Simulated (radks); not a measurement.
Values are calculated unless marked as measured or tabulated.
Q: The mean radii <r> (bohr) of the occupied orbitals of an atom or ion are listed with their occupations. Code: a radial shooting solver on a logarithmic mesh with Libxc functionals. Model: Dirac Kohn-Sham, SOGGA, spin-unpolarised, spherical densities, point nucleus.

| orbital | occ. | <r> |
|---|---|---|
| 1s1/2 | 2 | 0.02612 |
| 2s1/2 | 2 | 0.1117 |
| 2p1/2 | 2 | 0.09405 |
| 2p3/2 | 4 | 0.09994 |
| 3s1/2 | 2 | 0.2987 |
| 3p1/2 | 2 | 0.2886 |
| 3p3/2 | 4 | 0.3004 |
| 3d3/2 | 4 | 0.2711 |
| 3d5/2 | 6 | 0.2748 |
| 4s1/2 | 2 | 0.6872 |
| 4p1/2 | 2 | 0.7100 |
| 4p3/2 | 4 | 0.7359 |
| 4d3/2 | 3.2 | 0.8014 |
| 4d5/2 | 4.8 | 0.8104 |
| 5s1/2 | 2 | 1.571 |
| 5p1/2 | 1.66667 | 1.721 |
| 5p3/2 | 3.33333 | 1.779 |

Name the element and its charge. Open shells, if any, are shared by 2j + 1.

A: Z = 55, caesium, charge +4: Cs4+ in [Kr] 4d8 5s2 5p5. The 1s radius gives Z: for a bare nucleus <r> = (2 gamma + 1)/(2Z) with gamma = sqrt(1 - (Z/c)^2), 0.02574 bohr for Z = 55, and screening makes it slightly larger (0.02612 here). The occupations add up to 51, and the charge is Z minus that.
